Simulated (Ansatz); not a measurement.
Input for Ansatz (development build ahead of 0.2.0):

```yaml
crystal:
  periodic: [false, false, false]
  atoms:
    - { symbol: Be, position_ang: [0.0, 0.0, 0.0] }
    - { symbol: Li, position_ang: [0.0, 4.3277, 0.0] }
    - { symbol: Li, position_ang: [0.0, -4.3277, 0.0] }
basis:
  gaussian: { orbitals: pcseg-2 }
total_charge: 1
magnetization:
  initial_magnetization: 3
hamiltonian:
  xc: pbe
```

The input is written out in the form of the current development build from the run's settings.

Results

* Converged: yes
* Total energy: -29.30795 hartree
* Spin squared of the determinant: 3.750
* Stability test: minimum among restricted orbitals

Caution: stretched shape with no unrestricted run beside it, a lower state can exist; charge can spread falsely over distant fragments; other spin multiplicities may lie lower.
